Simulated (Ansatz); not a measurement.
`[Cl][SnH2][Br]` + `B[Se]C` → `C[Se][SnH2][Cl]` + `BBr`  (redistribution)

Gas-phase electronic energies from Ansatz, PBE0-D4/def2-TZVP geometries. CCSD(T)/CBS is the MP2 limit (def2-TZVPP, def2-QZVPP) plus CCSD(T) − MP2 in def2-TZVPP, frozen cores. Functionals use def2-TZVPP. def2 core potentials past Kr. For Br, Se, Sn outer-core shells are correlated without core-valence functions, which leaves a few kJ/mol of doubt a bond. Scalar relativity is left out up to krypton. Each species was taken in one conformer, which may not be the lowest.

`[Cl][SnH2][Br]`:

Cartesian coordinates in Å:
```
Cl 0.155 2.015 -0.895
Sn -0.083 -0.159 -0.127
Br 0.741 -0.198 2.196
H 0.929 -1.144 -1.066
H -1.742 -0.514 -0.109
```

`B[Se]C`:

Z-matrix (Å, degrees):
```
C
Se 1 1.951
H 1 1.088 2 108.8
H 1 1.088 2 108.8 3 -119.5
H 1 1.087 2 108.9 3 120.3
B 2 1.884 1 102.6 3 -120.5
H 6 1.192 2 116.3 1 180.0
H 6 1.193 2 120.5 1 0.0
```

`C[Se][SnH2][Cl]`:

Cartesian coordinates in Å:
```
C 0.061 -1.407 -0.939
Se 0.570 0.421 -1.431
Sn 0.154 1.431 0.819
Cl -2.091 1.036 1.355
H 0.136 -1.993 -1.853
H -0.964 -1.424 -0.577
H 0.744 -1.808 -0.192
H 1.012 0.626 2.052
H 0.378 3.115 0.767
```

`BBr`:

```xyz
4

B    -0.164    0.035    0.101
Br    1.420   -0.303   -0.877
H    -0.062    0.243    1.267
H    -1.194    0.025   -0.491
```

Problem. Is it downhill or uphill in electronic energy at CCSD(T)/CBS, and by how much? (Estimate.)

Solution. Computed: Uphill: ΔE = +0.34 eV.

Problem. What do these levels give: PBE-D4, r2SCAN-D4, PBE0-D4, r2SCAN0-D4, PBE, revPBE, BLYP, PBE0, LC-ωPBE, CCSD(T)/def2-SVP, HF/def2-QZVPP, HF/CBS(def2)? (Best estimate.)

Solution. The calculation gave: PBE-D4 0.38, r2SCAN-D4 0.40, PBE0-D4 0.37, r2SCAN0-D4 0.38, PBE 0.41, revPBE 0.40, BLYP 0.40, PBE0 0.40, LC-ωPBE 0.40, CCSD(T)/def2-SVP 0.36, HF/def2-QZVPP 0.37, HF/CBS(def2) 0.37 eV.

Largest T1 diagnostic among the species: 0.013.

Leaving LDA and LC-ωPBE aside and taking each functional with its dispersion term where it has one, the values, not all of them listed here, spread over 0.11 eV, from BHLYP-D4 to B97M-V. The D4 term adds −0.04 eV with B3LYP and −0.03 eV with PBE0; it sums over pairs of atoms, weighted by their polarisabilities, and B3LYP, whose exchange is more repulsive, gets the larger term.

B3LYP here is the variant with VWN-RPA as its local correlation; programs differ in this.
